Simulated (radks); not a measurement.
Task: All-electron atom: neutral niobium in [Kr] 4d4 5s1 (the NIST ground configuration). Method: scalar-relativistic Kohn-Sham, PBEsol, spin-unpolarised, spherical densities, point nucleus; hard spherical wall at 15 bohr; computed with a radial shooting solver on a logarithmic mesh with Libxc functionals. Some entries of the table are withheld. Estimate them.

orbital,occ.,eigenvalue (hartree),r(max) (bohr)
1s,2,-690.7588,0.02350
2s,2,-96.62567,0.1333
2p,6,-86.29659,0.1065
3s,2,-16.11164,(1)
3p,6,-12.73603,(2)
3d,10,(3),(4)
4s,2,-2.14433,1.031
4p,6,-1.26753,(5)
5s,1,(6),3.075
4d,4,-0.11226,1.500
5p,0,-0.03945,4.182
6s,0,0.01553,8.867
4f,0,0.08266,9.937

Result: 
(1) 3s r(max) (bohr): 0.3958
(2) 3p r(max) (bohr): 0.3895
(3) 3d eigenvalue (hartree): -7.21355
(4) 3d r(max) (bohr): 0.3343
(5) 4p r(max) (bohr): 1.123
(6) 5s eigenvalue (hartree): -0.14747
